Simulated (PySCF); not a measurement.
C₆ coefficients of unlike pairs at UHF

Calculated with PySCF 2.14 from the dipole response of each species, C₆(A,B) = (3/π) ∫ α_A(iu) α_B(iu) du, in atomic units, from isotropic polarisabilities. For ions this is the dispersion term alone; charge-induced terms of lower order in 1/R come first.

```tsv
species	configuration	basis	relativity	α (bohr³)	C₆ (like pair)
Bi-	[Xe] 4f14 5d10 6s2 6p4 (3P)	aug-cc-pVQZ-PP with one added diffuse shell each of s, p, d, f, g type with ECP60MDF (8s8p6d4f3g)	core potential	235.4	3601
Tc(2+)	[Kr] 4d5 (6S)	aug-cc-pwCVTZ-PP with ECP28MDF (8s8p7d4f3g)	core potential	8.102	42.88
Ba+	[Xe] 6s1 (2S)	aug-cc-pwCVTZ-X2C with one added diffuse shell each of s, p, d, f type (12s11p9d5f)	spin-free X2C	173.2	2075
B(2+)	[He] 2s1 (2S)	aug-cc-pV5Z (7s6p5d4f3g2h)	none	7.946	11.16
```

Q: Estimate C₆ for B(2+) with Ba+.

A: The integral gives 140.9. The combination rule 2 C_A C_B / (C_A α_B/α_A + C_B α_A/α_B) gives 136.8 and the geometric mean 152.2.

No spin-orbit coupling is included, so Bi-, close to jj coupling, stand for model states.

The other pairs:

```csv
pair,C₆
"Ba+, Bi-",2714
"B(2+), Tc(2+)",18.11
"Tc(2+), Bi-",284.2
"Ba+, Tc(2+)",202.2
"B(2+), Bi-",191.5
```
